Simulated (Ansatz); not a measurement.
Two isomers of CH8O4Si2: A = `C[SiH](O)[Si](O)(O)O`, B = `C[SiH](O)O[SiH](O)O`.

Gas-phase electronic energies from Ansatz, PBE0-D4/def2-TZVP geometries. CBS: MP2 limit from def2 TZ/QZ plus the TZ coupled-cluster correction, frozen cores. DFT in def2-TZVPP. B3LYP here is the variant with VWN-RPA as its local correlation; programs differ in this. One conformer a species, not always the lowest.

Task: Which is lower in electronic energy at CCSD(T)/CBS, and by how much? (Estimate.)

Result: Computed: B, by 158.9 kJ/mol.

Task: Give E(B) − E(A) in kJ/mol with MP2/def2-TZVPP, B3LYP-D4, B3LYP, PBE-D4, CCSD(T)/def2-TZVPP, B2PLYP, CCSD/def2-TZVPP. (Estimate.)

Result: The calculation gave: MP2/def2-TZVPP -165.5, B3LYP-D4 -153.7, B3LYP -154.8, PBE-D4 -127.4, CCSD(T)/def2-TZVPP -160.1, B2PLYP -160.7, CCSD/def2-TZVPP -163.8. None reverses the order clearly.

Largest T1 diagnostic: 0.012.

From PBE to PBE0 (25 % exact exchange), in def2-TZVPP and without D4, E(B) − E(A) moves by −12.5 kJ/mol. In def2-TZVPP, CCSD(T) changes the Hartree–Fock value by +24.5 kJ/mol (the triples alone add +3.7 kJ/mol) and MP2 by +19.1 kJ/mol.
